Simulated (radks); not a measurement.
Question: Species: Mo I. Configuration: [Kr] 4d5 5s1. Method: Dirac Kohn-Sham, LDA (Slater exchange, Perdew-Zunger correlation), spin-unpolarised, spherical densities, point nucleus; open shells fill j = l - 1/2 first; computed with a radial shooting solver on a logarithmic mesh with Libxc functionals.

Spin-orbit splittings of the eigenvalues, e(l+1/2) - e(l-1/2), with zeta = 2 splitting/(2l+1) and mean radii in bohr:

| shell | occ. | splitting (eV) | zeta (eV) | <r> j=l-1/2 | <r> j=l+1/2 |
|---|---|---|---|---|---|
| 2p | 6 | 106.4 | 70.92 | 0.1308 | 0.1354 |
| 3p | 6 | 17.53 | 11.69 | 0.4239 | 0.4345 |
| 3d | 10 | 3.323 | 1.329 | 0.4135 | 0.4170 |
| 4p | 6 | 2.525 | 1.683 | 1.216 | 1.248 |
| 4d | 5 | ? | ? | 1.992 | 2.024 |
| 5p | 0 | 0.1048 | 0.06989 | 5.050 | 5.215 |

Estimate the 4d splitting.

Answer: 0.2040 eV (zeta = 0.08159 eV).
